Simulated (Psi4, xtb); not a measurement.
Interaction energy of H4Ge ··· CH5N (SMILES [GeH4] and CN). Monomers: optimised at B3LYP-D3(BJ) (def2-TZVP), held rigid. Orientation: a higher rigid-body minimum at GFN2-xTB. The monomers approach along the line of their centres of mass (distance R); nothing else relaxes.

Geometry at R = 3.63 Å (first 5 atoms: monomer A):
```
12

Ge     0.0000     0.0000     0.0000
H     -0.9287    -0.0131     1.2233
H      0.1707     1.4429    -0.4978
H      1.3705    -0.5720     0.3916
H     -0.6126    -0.8578    -1.1170
C      3.1724     0.9717    -2.0786
N      2.2219     0.0974    -2.7645
H      2.8925     1.2545    -1.0544
H      3.2984     1.8887    -2.6565
H      4.1459     0.4805    -2.0362
H      1.3114     0.5366    -2.8278
H      2.0967    -0.7679    -2.2532
```

- MP2/aug-cc-pVDZ = DF-MP2/aug-cc-pVDZ, frozen core, counterpoise-corrected (Psi4)
- GFN1-xTB (xtb)
- SCS-MP2/aug-cc-pVDZ = DF-SCS-MP2/aug-cc-pVDZ, frozen core, counterpoise-corrected in Psi4
- SAPT0/jun-cc-pVDZ, frozen core (Psi4)

Interaction energies in kJ/mol:

```tsv
R / Å	MP2/aug-cc-pVDZ	GFN1-xTB	SCS-MP2/aug-cc-pVDZ
2.99	26.71	1.29	32.79
3.25	6.53	-13.12	10.68
3.46	-0.41	-17.01	2.65
3.63	-2.86	-17.65	-0.47
3.86	-3.86	-16.78	-2.15
4.00	-3.82	-15.77	-2.41
4.36	-2.96	-12.67	-2.11
4.61	-2.28	-10.48	-1.67
5.16	-1.20	-6.30	-0.89
5.79	-0.57	-3.05	-0.42
6.85	-0.19	-0.72	-0.13
8.17	-0.06	-0.10	-0.04
```

### Question
Predict the corresponding SAPT0/jun-cc-pVDZ column.

### Answer
2.99: 28.46; 3.25: 9.35; 3.46: 2.42; 3.63: -0.27; 3.86: -1.74; 4.00: -1.99; 4.36: -1.74; 4.61: -1.37; 5.16: -0.72; 5.79: -0.34; 6.85: -0.11; 8.17: -0.03 (kJ/mol).
